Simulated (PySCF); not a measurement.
Orbital picture of InI

PBE0 at R = 2.799 Å; In cc-pVDZ-PP with ECP28, I cc-pVDZ-PP with ECP28; scalar-relativistic core potentials (PySCF 2.14). State: ¹Σ⁺ (singlet), closed shell. Only the outer orbitals are listed, counted within each symmetry, core potentials removing the inner ones.

```csv
orbital,occ.,ε (eV),on In (%),main shells (%)
7σ,2,-18.17,6,94 I s
8σ,2,-10.31,71,"70 In s, 26 I p"
5π,2,-7.07,6,94 I p
5π,2,-7.07,6,94 I p
9σ,2,-6.80,45,"55 I p, 25 In s, 19 In p"
6π,0,-1.97,95,95 In p
6π,0,-1.97,95,95 In p
10σ,0,-0.19,89,"86 In p, 13 I p"
```

Q: Which are the highest filled and the lowest empty level, where do they sit, and how wide is the gap?

A: Highest filled 9σ at -6.80 eV (in %: 55 I p, 25 In s, 19 In p); lowest empty 6π at -1.97 eV (in %: 95 In p); the gap at PBE0 is 4.83 eV.

```json
{"bond order (Mayer)": "1.06", "⟨S²⟩": "0.000", "charge on In (Mulliken, basis-dependent)": "0.37", "charge on In (Löwdin, basis-dependent)": "0.21", "dipole moment (positive dipole means In(−)I(+))": "-3.64 D", "polarisability along the bond": "108.7 bohr³", "polarisability across the bond": "47.7 bohr³"}
```

Spin–orbit coupling is left out.
